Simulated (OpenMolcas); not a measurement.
**F⁺: effect of the level shift or regulariser**

```yaml
Program: OpenMolcas
Basis: ANO-RCC-VTZP [4s3p2d1f]
Scalar_Hamiltonian: DKH2, point nucleus
Active_space: 6 electrons in 4 orbitals (2s 2p)
State_averaging: 2S+1 = 3 even, 3 roots; 2S+1 = 1 even, 6 roots; 2S+1 = 3 odd, 3 roots; 2S+1 = 1 odd, 3 roots
Spin-orbit_coupling: state interaction with AMFI integrals over the reference wave functions, term energies averaged over their components
```

Methods on the same reference wave functions:
A. CASSCF
B. SS-CASPT2, IPEA 0.25 Eh, imaginary shift 0.1 Eh (closed shells correlated: 1s)
C. SS-CASPT2, IPEA 0.25 Eh, real shift 0.2 Eh (closed shells correlated: 1s)

Energies in cm⁻¹ above 2s² 2p⁴ ³P₂, the measured ground level; measured values from NIST Handbook of Basic Atomic Spectroscopic Data.

```json
{"Level": "2s² 2p⁴ ³P₂", "A": "0.0", "B": "0.0", "C": "0.0", "Measured": "0.0"}
{"Level": "2s² 2p⁴ ³P₁", "A": "323", "B": "323", "C": "323", "Measured": "341"}
{"Level": "2s² 2p⁴ ³P₀", "A": "479", "B": "479", "C": "479", "Measured": "490"}
{"Level": "2s² 2p⁴ ¹D₂", "A": "22726", "B": "21040", "C": "21040", "Measured": "20873"}
{"Level": "2s² 2p⁴ ¹S₀", "A": "42239", "B": "44660", "C": "44650", "Measured": "44918"}
{"Level": "2s 2p⁵ ³P°₂", "A": "175858", "B": "167070", "C": "167130", "Measured": "164798"}
{"Level": "2s 2p⁵ ³P°₁", "A": "176172", "B": "167380", "C": "167440", "Measured": "165107"}
{"Level": "2s 2p⁵ ³P°₀", "A": "176329", "B": "167540", "C": "167600", "Measured": "165279"}
{"Level": "2s 2p⁵ ¹P°₁", "A": "259623", "B": "241580", "C": "241660", "Measured": ""}
```

Deviations, from unrounded energies. A percentage is the sum of absolute deviations over the sum of measured energies, with the sign that they share, or ± where signs differ.

```tsv
Against measurement	Levels	A	B	C
mean absolute deviation (cm-1)	7	5400	1000	1100
fine structure of the ground term (%)	2	-3.5	-3.5	-3.5
other terms of the ground configuration (%)	2	±6.9	±0.6	±0.7
other configurations (%)	3	+6.7	+1.4	+1.4
```

B, C lie about equally close to measurement and A furthest from it. The largest miss of B in the table is 2s 2p⁵ ³P°₁, by +2300 cm-1. The ranking rests on the paired levels alone, and a cruder setting can come out closer through cancelling errors.

Between B and C the level of the table that moves most is 2s 2p⁵ ¹P°₁, by 77 cm-1 (lowest in B, highest in C). Moves below CASPT2's spread within the term are not significant.

The mean deviations of B to C differ by less than CASPT2's widest spread within a term (77 cm-1), so their order carries little weight.

From A to B the spin-free energies of the other terms of 2s² 2p⁴ shown, above ³P, scale by factors of 0.93 to 1.06.

The lowest spin-free term lies below A's lowest term by 0.158 hartree in B, 0.158 hartree in C.

Term energies are means over components that CASPT2 splits; among the terms shown or strongly mixed into the levels shown the widest spread is 77 cm-1 (2s² 2p⁴ ¹D, B). Without dynamic correlation excited terms often stand tens of per cent too high (terms of higher spin than the ground term too low), and those without a measured partner can miss by more than the paired ones (holds for A). Computed and measured levels are paired by configuration, term and J; levels that our copy of the source lacks, or whose pairing is in doubt (as where it misses far off the trend of its configuration), stay unpaired and out of the deviations. Levels of configurations outside the active space are missing.

° marks odd parity.
